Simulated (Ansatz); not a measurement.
Correlation energies of CHF₃Se, SMILES `FC(F)(F)[SeH]` by basis set

Cartesian coordinates in Å:
```
F -0.497 -0.965 -1.330
C 0.126 -0.261 -0.387
F 0.848 0.685 -0.981
F 0.975 -1.069 0.243
Se -1.236 0.478 0.813
H -0.216 1.132 1.642
```

Charge 0, multiplicity 1. Correlated methods include outer-core shells of Se, which these sets cover unevenly. Scalar relativity is left out up to krypton. The geometry is a stationary point of PBE0-D4/def2-TZVP. It is one conformer, not always the lowest. Frozen core, restricted reference, the Gaussian-basis code of Ansatz.

```
     basis      HF (Eh)  MP2 corr.  CCSD corr.       (T)  CCSD(T) total
  def2-SVP  -2736.03008   -0.91690    -0.93177  -0.02054    -2736.98239
def2-TZVPP  -2736.75143   -1.17483    -1.18359  -0.03990    -2737.97492
def2-QZVPP  -2736.81341   -1.56156           –         –              –
```
